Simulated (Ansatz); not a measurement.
Total energies of [9]cycloparaphenylene, `c1cc2ccc1-c1ccc(cc1)-c1ccc(cc1)-c1ccc(cc1)-c1ccc(cc1)-c1ccc(cc1)-c1ccc(cc1)-c1ccc(cc1)-c1ccc-2cc1` from Ansatz at PBE-D4/def2-SVP, gas phase (1 Eh = 27.2114 eV = 2625.5 kJ/mol). The reference geometry is relaxed at PBE-D4/def2-SVP.

| state | geometry | energy (Eh) |
| --- | --- | --- |
| charge 0 singlet | reference | -2075.44708 |
| charge 1 doublet | reference | -2075.22733 |
| charge -1 doublet | reference | -2075.50818 |
| free C atom (triplet) | – | -37.75124 |
| free H atom (doublet) | – | -0.49863 |

Single mean-field runs in def2-SVP are fitted with def2-universal-jkfit.

Problem. Work out the vertical ionisation energy to the doublet.

Solution. E(charge 1 doublet) − E(charge 0 singlet) = -2075.22733 − (-2075.44708) = 0.21975 Eh = 5.98 eV. For comparison, −ε of the highest occupied level is 4.75 eV at this level, 1.23 eV less.

Problem. Work out the vertical electron affinity, to the doublet.

Solution. E(charge 0 singlet) − E(charge -1 doublet) = -2075.44708 − (-2075.50818) = 0.06110 Eh = 1.66 eV. The basis lacks diffuse functions, which makes affinities too small.

Problem. Give the fundamental gap IE − EA, the Mulliken electronegativity (IE + EA)/2 and the hardness (IE − EA)/2.

Solution. From the values in Eh: IE − EA = 0.21975 − 0.06110 = 0.15865 Eh = 4.32 eV; (IE + EA)/2 = 3.82 eV; (IE − EA)/2 = 2.16 eV. The HOMO–LUMO gap of the same run is 1.99 eV, 2.33 eV smaller than the fundamental gap.

Problem. What is the binding energy per atom against free atoms?

Solution. Atoms: 54 × (-37.75124) + 36 × (-0.49863) = -2056.51764 Eh. Binding: -2056.51764 − (-2075.44708) = 18.92944 Eh = 515.10 eV, or 5.72 eV for each of 90 atoms (no zero-point energy, no counterpoise term).
